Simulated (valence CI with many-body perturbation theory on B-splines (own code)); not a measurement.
Results of a calculation; reference values are marked as such.
Run record, In I

Level of theory: configuration interaction combined with many-body perturbation theory (CI+MBPT): three valence electrons over a frozen Dirac-Fock core [Kr] 4d10, a basis of 11 s, 11 p, 9 d, 7 f, 5 g, 2 h, 1 i functions for each j, with the one-electron correlation potential Σ1 (screened to all orders), the two-electron term Σ2, the three-electron term Σ3, Breit, model QED; selected single and double excitations, second order for the rest (own B-spline code, finite nucleus).

Command, and the settings that its task file holds:

```sh
python run_cv.py task.json out
```

```
atom In  Z=49  mass_number=115  rms_radius_fm=4.6156
core [Kr] 4d10
valence 5s2 5p1
avg = 1
basis = L
breit = 1
cap = 40000
capref = 1200
cscale = 1
de = 0.0
dress = 0
eps = 2e-08
h = 0.27
hh = 1
l2 = 3
lcore = 6
maxit = 60
n2 = 5
natural = 1
nlev = 60
nno = [7, 7, 6, 5, 4, 2, 1]
nroot = 26
nsp = [4, 4, 3, 2, 1, 0, 0]
pt2 = 1
qed = 1
rpa = 1
s1 = 1
s2 = 1
s3 = 1
screen = 1
tol = 2e-05
whole = 1
```

It took 94 s on 1 thread of Intel(R) Xeon(R) Processor @ 2.30GHz (shared host).

Log. The first blocks belong to the next ion, which gives the ionisation energy. Fields: 2J, parity (1 odd), roots, reference size, generating configurations, candidates as configurations/state functions, variational space P, stored matrix elements, Davidson steps; e2 is the range of second-order energies in hartree. The first line gives the box (bohr), its intervals, the orbitals and the steps of their self-consistent field. Window is the range of levels sought, series limit the energy at which the first omitted orbital would enter, core excitation an estimate of the first excitation out of the core, left out the lowest levels not solved, and shifts from estimates the range by which levels moved from their first estimate, all in cm⁻¹.

```
rmax 73.4 intervals 69 orbitals 81 references ['5s2 5p'] scf 11 t 1.3
2J=0 par=0 roots 2 ref 18 generators 7 cand 364/364 P 312/312 nnz 0 it 0
2J=0 par=0 roots 2 ref 18 generators 44 cand 70/70 P 342/342 nnz 0 it 0
   second order: generators 76 cand 40/40 e2 -0.00000 -0.00000
reference levels 31, estimated 29, window 41938 1/cm; series limit 41938, core excitation 158512
2J=1 par=1 roots 4 ref 4 generators 51 cand 14456/20788 P 2168/3360 nnz 1.3e+06 it 5
2J=1 par=1 roots 4 ref 4 generators 97 cand 21063/31472 P 3652/5670 nnz 2.8e+06 it 7
   second order: generators 198 cand 23051/34882 e2 -0.00007 -0.00001
2J=3 par=1 roots 4 ref 4 generators 47 cand 19772/40642 P 1957/4249 nnz 2.2e+06 it 5
2J=3 par=1 roots 4 ref 4 generators 98 cand 28115/59093 P 3355/7261 nnz 5e+06 it 7
   second order: generators 203 cand 30115/63910 e2 -0.00010 -0.00001
2J=1 par=0 roots 5 ref 6 generators 58 cand 12461/17679 P 2474/3809 nnz 1.6e+06 it 8
2J=1 par=0 roots 5 ref 6 generators 127 cand 17734/25797 P 3974/6049 nnz 3.2e+06 it 8
   second order: generators 243 cand 21321/32070 e2 -0.00005 -0.00000
2J=3 par=0 roots 5 ref 6 generators 61 cand 25242/52136 P 2863/6117 nnz 4.1e+06 it 8
2J=3 par=0 roots 5 ref 6 generators 138 cand 30265/64852 P 4428/9528 nnz 8.2e+06 it 7
   second order: generators 243 cand 31086/67529 e2 -0.00006 -0.00001
2J=5 par=0 roots 5 ref 5 generators 58 cand 25779/60749 P 2763/6441 nnz 4.7e+06 it 8
2J=5 par=0 roots 5 ref 5 generators 134 cand 32110/78567 P 4254/9956 nnz 9.6e+06 it 8
   second order: generators 244 cand 34109/85647 e2 -0.00007 -0.00001
2J=7 par=1 roots 2 ref 2 generators 26 cand 17230/38740 P 629/1922 nnz 0 it 4
2J=7 par=1 roots 2 ref 2 generators 46 cand 25835/59434 P 896/2589 nnz 1.2e+06 it 5
   second order: generators 90 cand 31463/78840 e2 -0.00002 -0.00001
2J=5 par=1 roots 2 ref 2 generators 26 cand 17951/38383 P 634/1851 nnz 0 it 4
2J=5 par=1 roots 2 ref 2 generators 45 cand 26644/58026 P 934/2590 nnz 1.2e+06 it 5
   second order: generators 90 cand 32227/75777 e2 -0.00002 -0.00001
2J=9 par=0 roots 1 ref 1 generators 13 cand 14057/30112 P 278/938 nnz 0 it 0
2J=9 par=0 roots 1 ref 1 generators 22 cand 21195/46060 P 331/1107 nnz 0 it 0
   second order: generators 43 cand 26028/61362 e2 -0.00000 -0.00000
2J=7 par=0 roots 1 ref 1 generators 13 cand 16230/34970 P 280/929 nnz 0 it 0
2J=7 par=0 roots 1 ref 1 generators 22 cand 24223/53318 P 332/1087 nnz 0 it 0
   second order: generators 42 cand 28591/66398 e2 -0.00000 -0.00000
left out: unestimated 50953, estimated none, shifts from estimates 0 to 65
operators 7.2
```

The Davidson iterations converged.

Set against measurement, 12 paired levels are off by 138 cm⁻¹ on average, the worst by 460. These come from a selection out of the NIST Handbook of Basic Atomic Spectroscopic Data. Levels without a partner in it may be off by more.

* Valence energy: -1.931187 hartree
* Ionisation energy: 5.7896 eV (NIST: 5.78636 eV (measured))
* Reference configurations for the orbitals: 5s2 5p
* Radial orbitals: 81
* Box radius: 73.39 bohr
* Largest variational space: 9956
* Lowest levels: 5s2 5p 2P°_1/2 0.0000, 5s2 5p 2P°_3/2 0.2744, 5s2 6s 2S_1/2 3.042, 5s2 6p 2P°_1/2 3.952, 5s2 6p 2P°_3/2 3.988, 5s2 5d 2D_3/2 4.079, 5s2 5d 2D_5/2 4.082, 5s 5p2 4P_1/2 4.280, 5s 5p2 4P_3/2 4.409, 5s2 7s 2S_1/2 4.501, 5s 5p2 4P_5/2 4.588, 5s2 7p 2P°_1/2 4.815, 5s2 7p 2P°_3/2 4.828, 5s2 6d 2D_3/2 4.841 eV
